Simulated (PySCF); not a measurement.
Q: Give a PBE0-D3(BJ)/def2-SVP geometry of InChI=1S/C4H11BF3P/c1-9(5)3-2-4(6,7)8/h9H,2-3H2,1,5H3.

A: 
Z-matrix in Å and degrees, rows numbered from 1:
```
B 
P   1  1.9056
C   2  1.8181  1  115.09
C   2  1.8316  1  114.42  3  -121.28
C   4  1.5204  2  112.46  1   -55.08
C   5  1.5068  4  112.18  2   177.23
F   6  1.3376  5  111.51  4   -60.07
F   6  1.3391  5  111.59  4    59.65
F   6  1.3332  5  111.17  4   179.71
H   1  1.2223  2  105.32  3   -56.76
H   1  1.2263  2  102.74  3    62.61
H   1  1.2224  2  106.31  3  -177.69
H   2  1.4199  1  115.80  3   119.98
H   3  1.0990  2  112.22  1  -178.02
H   3  1.0992  2  108.63  1    60.50
H   3  1.0997  2  108.30  1   -56.69
H   4  1.1023  2  105.89  1    64.96
H   4  1.1014  2  109.87  1  -179.14
H   5  1.1009  4  111.43  2   -62.57
H   5  1.0999  4  111.01  2    56.84
```

P2 (phosphorus bonded to B, 2 C and H) is distorted tetrahedral (angles from 102.4° to 115.8°). Of the pairs four or more bonds apart, F7···H17 is among the closest relative to their van der Waals radii: 2.60 Å, 97 % of the sum of Bondi's values. B1 (four-coordinate boron) is distorted tetrahedral (angles from 102.7° to 113.8°).

Level of theory: PBE0-D3(BJ)/def2-SVP geometry optimisation, gas phase in PySCF 2.14.0.

Point group: C1 (no symmetry element, even within 0.4 Å). Whether it is a minimum is left open (no frequencies). One conformer, not necessarily the lowest (B1–P2–C4–C5 -55°, P2–C4–C5–C6 177°).
